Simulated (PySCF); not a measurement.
GeH₇NSi, SMILES N[SiH2][GeH3].

The structure is a stationary point at PBE0-D3(BJ)/def2-SVP. This is a generated structure with no PubChem entry under its InChIKey; it may be hypothetical. Other conformers were not sampled.

Method: r2SCAN/def2-TZVPD run with PySCF.

Isolated molecule, no solvent.

Question: Estimate the frontier levels, gap, dipole moment and polarisability. (An estimate is asked for; the answer gives what the named calculation found.)

Answer: 
```json
{
  "highest_occupied_level": "-6.10 eV",
  "lowest_empty_level": "-0.63 eV",
  "orbital_gap": "5.48 eV",
  "dipole_moment": "1.24 D",
  "quadrupole, principal values (traceless, Buckingham form, about the centre of nuclear charge)": "-7.41, 2.06, 5.35 D·Å",
  "mean_static_polarisability": "75.1 bohr³ (11.13 Å³)",
  "polarisability_principal_values": "65.5, 69.0, 90.8 bohr³"
}
```
